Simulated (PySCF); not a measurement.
## InN₂ + F₂ → InF₂ + N₂

Level: PBE0 in the def2-TZVP basis family, computed in PySCF with density fitting; scalar-relativistic core potentials for atoms from Rb on, none lighter, no spin–orbit coupling; open shells unrestricted.

| species | state and structure | ZPE (kJ/mol) | H(298 K) − H(0) (kJ/mol) | S° (J/(mol K)) |
| --- | --- | --- | --- | --- |
| InN₂ | quartet, D∞h, In–N 1.986 Å (×2) | 7.8 | 13.3 | 274.5 |
| F₂ | singlet, D∞h, F–F 1.376 Å | 6.6 | 8.7 | 201.9 |
| InF₂ | doublet, C2v, In–F 1.957 Å (×2); F–In–F 116.5° | 7.5 | 12.7 | 291.0 |
| N₂ | singlet, D∞h, N–N 1.089 Å | 14.9 | 8.7 | 191.4 |

(1) Is the gas-phase reaction uphill or downhill in electronic energy at this level, and by how much?

(2) Add zero-point, thermal and entropy terms for 298.15 K and 1 bar.

Answers

(1) At PBE0/def2-TZVP, ΔE = -1301.7 kJ/mol, downhill. Fluorination of this kind underlies dry etching and chamber cleaning.

(2) ΔZPE = 8.0 and Δ[H(298) − H(0)] = -0.6 kJ/mol give ΔH° = -1294.3 kJ/mol. ΔS° = 6.0 J/(mol K), so ΔG° = -1294.3 − 298.15 × (0.0060) = -1296 kJ/mol.

Some spin contamination: InN₂ (⟨S²⟩ 3.90). Only the bonding shown was studied: isomers, or loss of a ligand pair, can lie lower.
